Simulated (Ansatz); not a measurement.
A run of Ansatz (development build ahead of 0.2.0) on triplet ZnSiO at this shape:

```yaml
atoms:
  - { symbol: Zn, position_ang: [0.0000, 0.0000, 0.0000] }
  - { symbol: O, position_ang: [0.0000, 1.7296, 0.0000] }
  - { symbol: Si, position_ang: [0.0000, -2.1436, 0.0000] }
```

Its results:

```
Converged                       : yes
Total energy                    : -2143.56455 hartree
Spin squared of the determinant : 2.000
Stability test                  : minimum among restricted orbitals
```

Q: Which input gives this output? Name the method, the orbitals and the basis set, and write the input.

A: PBE0 (restricted open-shell) in pcseg-2.

```yaml
crystal:
  periodic: [false, false, false]
  atoms:
    - { symbol: Zn, position_ang: [0.0, 0.0, 0.0] }
    - { symbol: O, position_ang: [0.0, 1.7296, 0.0] }
    - { symbol: Si, position_ang: [0.0, -2.1436, 0.0] }
basis:
  gaussian: { orbitals: pcseg-2 }
magnetization:
  initial_magnetization: 2
hamiltonian:
  xc: pbe0
```

Caution: other spin multiplicities may lie lower.
